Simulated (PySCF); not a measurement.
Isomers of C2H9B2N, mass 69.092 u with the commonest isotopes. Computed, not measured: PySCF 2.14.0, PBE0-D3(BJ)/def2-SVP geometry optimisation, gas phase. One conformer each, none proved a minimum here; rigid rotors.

Task: Order these by rotational constant C, smallest first.
A. `[BH2:1][N:2]([BH2:3])[CH2:4][CH3:5]` with B1–N2–C4–C5 90°
B. `[BH2:1][B:2]([CH3:3])[NH:4][CH3:5]` with B1–B2–N4–C5 -179°
C. `[BH2:1][NH:2][BH:3][CH2:4][CH3:5]` with B1–N2–B3–C4 -179°, N2–B3–C4–C5 -1°

Result: C (2199 MHz), B (2461 MHz), A (3089 MHz).

Task: Order these by radius of gyration √(Σ m r²/M), largest first.
A. `[BH2:1][N:2]([BH2:3])[CH2:4][CH3:5]` with B1–N2–C4–C5 90°
B. `[BH2:1][B:2]([CH3:3])[NH:4][CH3:5]` with B1–B2–N4–C5 -179°
C. `BNB(C)C`
D. `[BH2:1][NH:2][BH:3][CH2:4][CH3:5]` with B1–N2–B3–C4 -179°, N2–B3–C4–C5 -1°

Result: D (1.836 Å), B (1.746 Å), C (1.722 Å), A (1.607 Å).

Task: Order these by dipole moment, largest first.
A. `N(B(C)C)B`
B. `[BH2:1][B:2]([CH3:3])[NH:4][CH3:5]` with B1–B2–N4–C5 -179°
C. `[BH2:1][N:2]([BH2:3])[CH2:4][CH3:5]` with B1–N2–C4–C5 90°

Result: B (2.04 D), C (1.65 D), A (1.39 D).

```
 SMILES  point group  Ia (u·Å²)  Ib (u·Å²)  Ic (u·Å²)      κ  μa (D)  μb (D)  μc (D)
BN(B)CC           Cs      65.15     127.97     163.62  -0.63    1.58    0.02    0.48
BB(C)NC      near Cs      66.15     149.84     205.40  -0.65    2.01    0.32    0.03
  BNBCC            –      39.29     196.73     229.80  -0.93    1.45    0.95    0.02
BNB(C)C            –      69.84     138.17     201.79  -0.51    1.04    0.93    0.01
```
